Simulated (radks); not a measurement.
Results of a calculation; reference values are marked as such.
Question: Species: Pt V. Configuration: [Xe] 4f14 5d5.5 6d0.5 (fractional occupations, a model configuration). Level of theory: scalar-relativistic Kohn-Sham, PBEsol, spin-polarised, spherical densities, point nucleus; open shells are filled with parallel spins first (spin-orbit coupling, left out, can overturn this in heavy ions) (a radial shooting solver on a logarithmic mesh with Libxc functionals). Some entries of the table are withheld. Estimate them.

orbital  occ.  eigenvalue (Ry)  <r> (bohr)  r(max) (bohr)
1s down     1        -5767.225     0.01715        0.01062
1s up       1        -5767.225     0.01715        0.01062
2s up       1        -1016.560     0.07236        0.06123
2s down     1        -1016.532     0.07236        0.06123
2p up       3        -881.5392     0.06524        0.05059
2p down     3        -881.5163     0.06524        0.05059
3s up       1        -241.8928      0.1871         0.1726
3s down     1        -241.8811      0.1871         0.1726
3p up       3        -202.5836      0.1882         0.1718
3p down     3        -202.5708      0.1882         0.1718
3d up       5        -159.9768      0.1705         0.1398
3d down     5        -159.9562      0.1705         0.1398
4s up       1        -55.16454      0.4151         0.3898
4s down     1        -55.13719      0.4151         0.3899
4p up       3        -42.27306      0.4420         0.4101
4p down     3        -42.24688      0.4420         0.4101
4d up       5        -26.63079      0.4683         0.4181
4d down     5        -26.59991      0.4681         0.4182
5s up       1        -11.58542      0.9465         0.8684
5s down     1        -11.38699      0.9405         0.8644
4f up       7         -9.24607      0.5160         0.3847
4f down     7         -9.19995      0.5135         0.3846
5p up       3         -8.16955       1.082         0.9739
5p down     3         -7.92457       1.075         0.9678
5d up       5         -4.22740       1.406          1.203
5d down   0.5         -3.94297       1.411          1.194
6s up       0         -3.41572       2.158            (1)
6s down     0         -3.20395       2.198            (2)
6p up       0         -2.58901         (3)          2.362
6p down     0         -2.42002         (4)          2.404
6d up     0.5         -1.65682       3.492          3.275
5f up       0         -1.50257       2.892          2.427
7d up       0         -0.93099         (5)          6.300

Answer: 
(1) 6s up r(max) (bohr): 1.992
(2) 6s down r(max) (bohr): 2.020
(3) 6p up <r> (bohr): 2.566
(4) 6p down <r> (bohr): 2.611
(5) 7d up <r> (bohr): 6.148
